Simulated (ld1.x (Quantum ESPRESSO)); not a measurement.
## Before and after: TM potential for hafnium

ld1.x (Quantum ESPRESSO) 7.5 input, shortened:

```
&input
   title='Hf', zed=72., rel=1, dft='PBESOL', iswitch=3,
   config='[Xe] 4f14 5d1 6s0 6p0'
 /
 &inputp
   pseudotype=2, tm=.true., lloc=-1, rcloc=1.45,
   nlcc=.true., rcore=0.85
 /
3
5S  1  0   2.00   0.00  1.15  1.15  0.0
5P  2  1   6.00   0.00  1.80  1.80  0.0
5D  3  2   1.00   0.00  2.65  2.65  0.0
 &test
   configts(1)='5s2 5p6 5d1 6s0 6p0'
 /
```

Change: reference 5s2 5p6 5d3 6s1 6p0 (6s counted twice).

Cutoffs: the cutoffs (Ry, on a coarse ladder) from which the occupation-weighted sum of valence levels, in a spherical-Bessel basis at the reference potential, stays within 10 and 1 mRy of its value at 400 Ry; they do not see the model core or the augmentation charge, which bear on the density cutoff. Errors are all-electron minus pseudo energies relative to the spin-unpolarised reference configuration.

Question: What does the change do?

Answer: The potential gets neither clearly harder nor softer (90 Ry and 180 Ry → 100 Ry and 180 Ry); the s channel sets the loose cutoff, while the largest relative change is in d, which becomes softer; the range in which the p phases agree widens (upper end -1.6 → 0.3); neither file shows a bound ghost. In the changed file ld1.x takes every shell without a wave as core, so the model core holds the 6s electrons as well and exchange and correlation see them twice. This cancels in the reference configuration, but the file is broken for other ones, and its errors say nothing about a proper core correction.

| quantity | base | changed |
| --- | --- | --- |
| cutoff, loose | 90 Ry | 100 Ry |
| cutoff, tight | 180 Ry | 180 Ry |
| loose cutoff by channel (10 mRy a level) | s 90 Ry, p 18 Ry, d 21 Ry | s 90 Ry, p 18 Ry, d 18 Ry |
| bound ghosts | none | none |
| largest miss of a reference level, eV | 0.00 | 0.06 |
| largest error over its own tests, meV | +124 | -827 |
| s: phases at 2.91 bohr within 0.05 rad from the reference energy up to (Ry; the scan ends near 5) | n/a | 3.7 |
| p: phases at 2.91 bohr within 0.05 rad from the reference energy up to (Ry; the scan ends near 5) | -1.6 | 0.3 |
| d: phases at 2.91 bohr within 0.05 rad from the reference energy up to (Ry; the scan ends near 5) | to the end of the scan | to the end of the scan |
